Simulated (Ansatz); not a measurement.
# Active spaces for ScH2, doublet

Program: Ansatz, Gaussian basis, development build. Basis def2-SVP, nonrelativistic, 5 orbitals frozen in the corrections. State-specific CASSCF; RHF is the lowest restricted (open-shell) Hartree–Fock solution met. Letters tell apart solutions met in one space. A minimal or small basis: far from the basis limit. No symmetry is imposed, so a solution can break that of the shape. No proof that the lowest CASSCF solution was found.

Geometry. A bond is stretched, to 1.80 times the sum of the covalent radii.

```xyz
3

H     0.0000    1.5299    3.2808
Sc    0.0000    0.0000    0.0000
H     0.0000    0.7649   -1.6404
```

CASSCF less RHF, in eV, and natural occupations:

| CAS | CASSCF | occupations |
| --- | --- | --- |
| (5,8) a | -1.843 | 1.97, 1.64, 1.00, 0.36, 0.02, 0.01, 0.01, 0.01 |
| (5,8) b | -1.641 | 1.95, 1.77, 0.99, 0.15, 0.06, 0.05, 0.02, 0.01 |

(1) What totals less RHF do the corrections give on each solution?

(2) In CAS(5,8), is the solution lowest in CASSCF also lowest after SC-NEVPT2?

Answers

(1) 

```tsv
CAS	SC-NEVPT2
(5,8) a	-5.588
(5,8) b	-5.824
```

(2) No: (5,8) b is lowest after SC-NEVPT2, 0.24 eV under (5,8) a, which leads in CASSCF.
